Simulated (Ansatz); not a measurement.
Mulliken charges of `C=NB(S)[TeH]` from ωB97M-V/def2-TZVPP in Ansatz (PBE0-D4/def2-TZVP geometry).

```json
{"atom": "C1", "x (Å)": "1.340", "y (Å)": "1.042", "z (Å)": "-0.772", "charge (e)": "-0.068"}
{"atom": "N2", "x (Å)": "0.443", "y (Å)": "0.193", "z (Å)": "-0.610", "charge (e)": "-0.025"}
{"atom": "B3", "x (Å)": "-0.319", "y (Å)": "-0.643", "z (Å)": "0.169", "charge (e)": "-0.097"}
{"atom": "S4", "x (Å)": "0.229", "y (Å)": "-2.354", "z (Å)": "0.428", "charge (e)": "-0.150"}
{"atom": "Te5", "x (Å)": "-2.203", "y (Å)": "0.052", "z (Å)": "1.001", "charge (e)": "0.023"}
{"atom": "H6", "x (Å)": "1.938", "y (Å)": "1.431", "z (Å)": "0.061", "charge (e)": "0.115"}
{"atom": "H7", "x (Å)": "1.564", "y (Å)": "1.438", "z (Å)": "-1.767", "charge (e)": "0.119"}
{"atom": "H8", "x (Å)": "-0.845", "y (Å)": "-2.778", "z (Å)": "1.111", "charge (e)": "0.103"}
{"atom": "H9", "x (Å)": "-2.059", "y (Å)": "1.573", "z (Å)": "0.362", "charge (e)": "-0.019"}
```

Q: By hand: the dipole of these point charges (1 e Å = 4.8032 D).

A: Σ q r = (0.205, 0.361, -0.086) e Å, of length 0.424 e Å = 2.04 D.

Q: How does the dipole of the full density compare? (Best estimate.)

A: Ansatz gave: (0.272, 0.316, -0.055) e Å, 2.02 D; the point charges give 1.01 times that, at 12° from its direction.

Point charges leave out the atoms' own dipoles, such as those of lone pairs, and Mulliken's split depends on the basis, so the close match here is no proof of good charges.
